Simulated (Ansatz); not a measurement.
```xyz
4

S     0.654    0.032   -1.481
Ga   -1.171   -0.203   -0.215
Br   -0.905   -0.043    2.087
H     1.422    0.213   -0.391
```

The species carries charge 0 and has multiplicity 2.

Task: List the ωB97M-V/def2-TZVPP orbital energies in eV (the Gaussian-basis code of Ansatz). (Best estimate.)

Result: Computed: α occupied: -13156.65, -10154.70, -2427.17, -1708.97, -1537.17, -1537.12, -1537.11, -1258.14, -1112.29, -1112.26, -1112.23, -241.82, -221.14, -181.49, -181.32, -181.31, -164.25, -164.19, -164.07, -155.50, -107.91, -107.81, -107.74, -74.86, -74.82, -74.81, -74.68, -74.68, -27.04, -26.99, -26.94, -26.89, -26.86, -24.07, -23.11, -15.02, -13.83, -11.71, -11.08, -10.85, -10.16, -8.54. α empty: 0.04, 1.56, 2.23, 2.84, 5.41, 5.90, 6.05, 6.11. β occupied: -13156.63, -10154.66, -2427.13, -1708.96, -1537.14, -1537.11, -1537.10, -1258.12, -1112.28, -1112.23, -1112.20, -241.80, -221.10, -181.45, -181.32, -181.30, -164.19, -164.10, -164.04, -155.45, -107.86, -107.75, -107.71, -74.83, -74.79, -74.78, -74.67, -74.67, -26.97, -26.91, -26.87, -26.84, -26.78, -23.89, -22.92, -14.38, -13.65, -11.19, -11.01, -10.67, -10.08. β empty: -2.06, 0.29, 1.71, 2.38, 3.03, 5.42, 6.00, 6.14. ⟨S²⟩ = 0.754.
